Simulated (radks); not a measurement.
Values are calculated unless marked as measured or tabulated.
Problem. The mean radii <r> (bohr) of the occupied orbitals of an atom or ion are listed with their occupations. Level of theory: Dirac Kohn-Sham, RPBE, spin-unpolarised, spherical densities, point nucleus (a radial shooting solver on a logarithmic mesh with Libxc functionals).

orbital  occ.      <r>
1s1/2       2  0.04148
2s1/2       2   0.1832
2p1/2       2   0.1573
2p3/2       4   0.1613
3s1/2       2   0.5209
3p1/2       2   0.5210
3p3/2       4   0.5307
3d3/2     3.2   0.5233
3d5/2     4.8   0.5265
4s1/2       2    1.423
4p1/2       2    1.617
4p3/2       4    1.649
4d3/2     0.8    4.322
4d5/2     1.2    4.420

Name the element and its charge. Open shells, if any, are shared by 2j + 1.

Solution. Z = 36, krypton, charge 0: Kr in [Ar] 3d8 4s2 4p6 4d2. The 1s radius gives Z: for a bare nucleus <r> = (2 gamma + 1)/(2Z) with gamma = sqrt(1 - (Z/c)^2), 0.04069 bohr for Z = 36, and screening makes it slightly larger (0.04148 here). The occupations add up to 36, and the charge is Z minus that.
